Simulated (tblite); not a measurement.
Compound: C₅H₆F₂O₂.
Structure used (GFN2-xTB), in Å, numbered top down from 1:
```
atom  x, y, z in Å
C1     3.140   -0.249   -0.030
O2     1.803   -0.441   -0.472
C3     0.855    0.168    0.245
O4     1.073    0.852    1.212
C5    -0.490   -0.112   -0.315
C6    -1.581    0.316    0.307
C7    -2.975    0.091   -0.190
F8    -3.012   -0.727   -1.266
F9    -3.738   -0.496    0.766
H10    3.771   -0.805   -0.719
H11    3.259   -0.624    0.988
H12    3.394    0.812   -0.045
H13   -0.521   -0.673   -1.236
H14   -1.509    0.859    1.239
H15   -3.474    1.037   -0.470
```

All values are computed: GFN2-xTB (tblite) harmonic vibrations without scaling, gas phase. This tight-binding method is rough: wavenumbers can miss measured ones by several per cent, in bad cases by 10 to 20. One conformer, not necessarily the lowest.

Harmonic wavenumbers (cm⁻¹): 33.4, 59.3, 82.3, 95.9, 115.6, 212.9, 222.6, 276.2, 353.8, 463.0, 481.4, 572.0, 677.2, 734.5, 806.3, 927.1, 946.8, 1006.9, 1026.3, 1037.3, 1114.8, 1122.2, 1140.8, 1157.1, 1213.2, 1250.0, 1261.0, 1273.0, 1387.2, 1439.0, 1459.6, 1694.0, 1752.8, 2844.2, 2978.6, 2990.1, 3048.9, 3081.3, 3104.9.

A = 4725, B = 642.8, C = 585.7 MHz; mass 136.034 u (most abundant isotopes); point group C1, symmetry number 1.

Q: What is the zero-point energy?

A: Half the sum of the wavenumbers: 22722 cm⁻¹ = 271.81 kJ/mol.

Q: What is S at 273.15 K and 1 bar for an ideal gas of classical rigid rotors and harmonic oscillators?

A: Translation 168.31, rotation 122.67, vibration 120.18: S = 411.2 J/(mol K).

Q: And Cp and H(273.15 K) − H(0)?

A: Cp = 137.00 J/(mol K), of which vibrations give 103.75 (their classical limit is 39 R = 324.3); H(273.15 K) − H(0) = 25.04 kJ/mol without the zero-point energy, 15.96 from vibrations.

Q: How do the functions run with temperature in this model?

A: 
| T (K) | S (J/(mol K)) | Cp (J/(mol K)) | H − H(0) (kJ/mol) | G − H(0) (kJ/mol) | ln q(vib) |
| --- | --- | --- | --- | --- | --- |
| 100 | 305.0 | 83.2 | 5.99 | -24.51 | 2.50 |
| 200 | 372.3 | 113.9 | 15.87 | -58.58 | 5.48 |
| 300 | 424.4 | 145.8 | 28.84 | -98.49 | 8.11 |
| 500 | 513.3 | 204.5 | 64.14 | -192.51 | 12.89 |
| 800 | 622.7 | 259.6 | 134.59 | -363.54 | 19.36 |
| 1000 | 683.2 | 282.4 | 188.92 | -494.26 | 23.26 |

q(vib) and H(0) count from the zero-point level.

Q: Blend soft modes into free rotors: weight 1/[1 + (100 cm⁻¹/ν̃)⁴] for the oscillator and the rest for a rotor with moment μB/(μ + B), μ = h/(8π²ν), B = 10⁻⁴⁴ kg m². What vibrational entropy results?

A: 106.09 J/(mol K) in place of 120.18, which changes −T·S at 273.15 K by +3.85 kJ/mol.

Q: What must be added to the electronic energy to get the Gibbs energy at 273.15 K and 1 bar?

A: ZPE + [H(273.15 K) − H(0)] − T·S = 271.81 + 25.04 − 112.31 = 184.54 kJ/mol.

Q: Which modes carry the vibrational entropy at 273.15 K?

A: 33.4 cm⁻¹: 22.77; 59.3 cm⁻¹: 18.02; 82.3 cm⁻¹: 15.33; 95.9 cm⁻¹: 14.08; 115.6 cm⁻¹: 12.57; 212.9 cm⁻¹: 7.78 J/(mol K); the other 33 give 29.62 together.

Hindered rotation and anharmonicity are outside this model. Other conformers, if any are populated, would add a mixing term that is left out. The structure is chiral; the term R ln 2 for an equal mix with its mirror image is left out.

The run took 0.47 s on Intel Xeon at 2.70 GHz, one thread, shared host with 64 logical CPUs at a one-minute load of 55. The figure is for the frequency step alone.
